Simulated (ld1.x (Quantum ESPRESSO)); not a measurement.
Pt (Z = 78): variants of one TM potential

Base potential:

* Element: platinum (Pt)
* Generator: ld1.x (Quantum ESPRESSO) 7.5
* Type: norm-conserving Troullier–Martins (Kleinman–Bylander form)
* Functional: PBEsol
* Relativity: scalar-relativistic
* Frozen core: [Kr] 4d10 4f14 5s2
* Valence charge: 16
* Reference configuration: 5p6 5d8 6s0 6p0 (charge +2)
* Partial waves: 5p (bound): rc 1.25 bohr; 5d (bound): rc 1.35 bohr; 6s (bound, empty): rc 1.90 bohr
* Local potential: the s channel
* Core correction: Bessel-smoothed model core inside 1.00 bohr

All-electron outer shells of the reference configuration (PBEsol, scalar-relativistic, ld1.x):

```tsv
shell	level (eV)	outermost node (bohr)	outermost maximum (bohr)
4f	-91.16	–	0.38
5p	-76.87	0.53	0.98
5d	-25.91	0.57	1.24
6s	-22.13	1.13	2.18
6p	-14.23	1.33	2.73
```

Cutoffs, loose and tight: the cutoffs (Ry, on a coarse ladder) from which the occupation-weighted sum of valence levels, in a spherical-Bessel basis at the reference potential, stays within 10 and 1 mRy of its value at 400 Ry. They do not see the model core or the augmentation charge, which bear on the density cutoff. Test errors are all-electron minus pseudo excitation energies from the reference, over the configurations 5p6 5d9 6s1 6p0; 5p6 5d9 6s0 6p0; 5p6 5d7 6s0 6p0; 5p6 5d9 6s0.5 6p0; 5p6 5d8 6s1 6p1; 5p5 5d9 6s1 6p0; 5p6 5d6 6s0 6p0. A dash means not determined; rows that change the core or the reference have their own tests. The largest error is taken over the tests solved by every variant that gives reliable tests at all: 5p6 5d6 6s0 6p0; 5p6 5d7 6s0 6p0; 5p6 5d9 6s0 6p0.

A true bound ghost makes a file unfit for plane-wave use even where its test errors are small: the radial tests pick states by their node count and pass the ghost by.

Cutoffs are not given where the Bessel-basis levels miss the radial ones by over 6 mRy, ghosts where they miss by over 20 mRy; a channel whose overlap is not positive is not tested.

On the changes marked as counting shells twice: ld1.x takes every shell without a wave as core, so the model core holds the marked electrons as well and exchange and correlation see them twice. This cancels in the reference configuration, but the file is broken for other ones, and its errors say nothing about a proper core correction.

```csv
change,outcome,"cutoff, loose","cutoff, tight",bound ghosts,largest test error (meV)
base,generated,120 Ry,180 Ry,none,-282
"core [Xe], valence charge 24; reference 4f14 5d9 6s0.5 6p0; waves now 6p (bound): rc 2.45 bohr; 5d (bound): rc 1.60 bohr; 4f (bound): rc 0.90 bohr; 6s (bound): rc 1.80 bohr; core correction a·sin(br)/r model core inside 0.75 bohr",generated,–,–,not determined,-959
fully relativistic,generated,120 Ry,160 Ry,none,-261
reference 5p6 5d9 6s0.5 6p0.5 (6p counted twice),"generated, misses its reference levels by 0.35 eV",120 Ry,180 Ry,none,+841
wave 5d (bound): rc 1.35 bohr becomes 5d (bound): rc 1.44 bohr,generated,120 Ry,180 Ry,none,-282
wave 6s (bound): rc 1.90 bohr becomes 6s (bound): rc 1.42 bohr,generated,120 Ry,180 Ry,s (extra level of the local part),-183
local potential all-electron potential smoothed inside 1.15 bohr (lloc = -2),generated,120 Ry,160 Ry,s,-46
core correction Bessel-smoothed model core inside 1.10 bohr,generated,120 Ry,180 Ry,none,-282
functional BLYP,generated,120 Ry,180 Ry,none,-274
```

(1) What comes out with this change to the base: type ultrasoft; waves now 6s (bound): rcut 1.65, rcutus 1.90 bohr; 6s channel at -0.85 Ry: rcut 1.65, rcutus 1.90 bohr; 5p (bound): rc 1.25 bohr; 6p (bound): rc 1.25 bohr; 5d (bound): rcut 1.15, rcutus 1.35 bohr; 5d channel at -1.1 Ry: rcut 1.15, rcutus 1.35 bohr; local potential all-electron potential smoothed inside 1.00 bohr (lloc = -2); augmentation built from norm-conserving waves at rcut, not smoothed further?

(2) What comes out with this change to the base: wave 5p (bound): rc 1.25 bohr becomes 5p (bound): rc 1.26 bohr?

## Answers

(1) outcome: generated, overlap not positive; bound ghosts: not determined (overlap not positive); largest test error (meV): -182. A file whose overlap is not positive is unfit for use, and its test errors describe a broken file.

(2) outcome: generated; cutoff, loose: 110 Ry; cutoff, tight: 160 Ry; bound ghosts: none; largest test error (meV): -281.
